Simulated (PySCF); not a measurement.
## Dipole moment and polarisability of AsAs3SSeSe nortricyclane

Compound: AsAs3SSeSe nortricyclane, As₄SSe₂.
Geometry (PBE0-D3(BJ)/def2-SVP, Å), atoms numbered from 1 in this order:
```xyz
7
As4SSe2 angstrom
As    -1.213    1.295    0.654
S     -0.032    0.070    2.106
As     1.243   -1.299    0.909
As     1.691   -0.005   -1.153
Se     0.558    2.006   -0.753
As    -0.107   -1.706   -1.125
Se    -2.047   -0.462   -0.706
```

Level: wB97X-D/def2-SVPD (PySCF), static field, nuclei fixed, core orbitals frozen in the response. The polarisability tensor in these axes (au):

```
x   189.95  -3.83  -2.40
y    -3.83 190.44   2.35
z    -2.40   2.35 178.10
```

Task: Give the principal values, the mean and the anisotropy Δα = √{½[(α1 − α2)² + (α2 − α3)² + (α1 − α3)²]}.

Result: Principal values 177.42, 186.35 and 194.71 au; mean 186.16 au = 27.59 Å³ = 30.69 × 10⁻⁴⁰ C²·m²/J; Δα = 14.98 au (8 % of the mean).

Task: What is the dipole moment, and where does it point?

Result: (0.41, -0.43, -0.45) D, 0.75 D in size, pointing from the negative to the positive side. Measured along this direction, the outermost atoms are As1 at the negative end and As4 and As6 at the positive end.

Task: Find the Langevin capture rate constant for O2+ (31.990 u) meeting this molecule (491.491 u), k = 2.342 × 10⁻⁹ cm³/s × √(α in Å³ / reduced mass in u).

Result: The reduced mass is 30.03 u, so k = 2.24 × 10⁻⁹ cm³/s. The formula leaves out the permanent dipole, which adds to the capture rate.

Task: What molar refraction does this α imply?

Result: Lorentz–Lorenz: R = (4π/3)N_A α = 2.5225 cm³/(mol·Å³) × 27.59 Å³ = 69.6 cm³/mol, in the limit of long wavelengths.

Task: Give the principal axes and the span of the nuclei along them.

Result: Largest value along (-0.67, 0.71, 0.20), where the nuclei span 3.45 Å; middle along (0.73, 0.69, -0.01), 3.59 Å; least along (0.15, -0.13, 0.98), 2.98 Å. 

Task: Refractivity n − 1 of an ideal gas of it at 500 K and 1 atm, from the electronic α?

Result: N = p/kT = 1.4678 × 10¹⁹ cm⁻³, so n − 1 = 2π × N × 27.59 × 10⁻²⁴ cm³ = 2544 × 10⁻⁶ at long wavelengths, for an ideal gas.

Task: Orientational against electronic polarisability at 350 K (dilute gas, rigid molecules)?

Result: In Gaussian units μ²/3kT = 3.88 Å³ against 27.59 Å³, a ratio of 0.14; the Debye molar polarisation (4π/3)N_A(α + μ²/3kT) is 79.4 cm³/mol, leaving out the vibrational part.

Isolated species at its PBE0-D3(BJ)/def2-SVP geometry (one conformer only). The calculation is non-relativistic, for arsenic and selenium too.
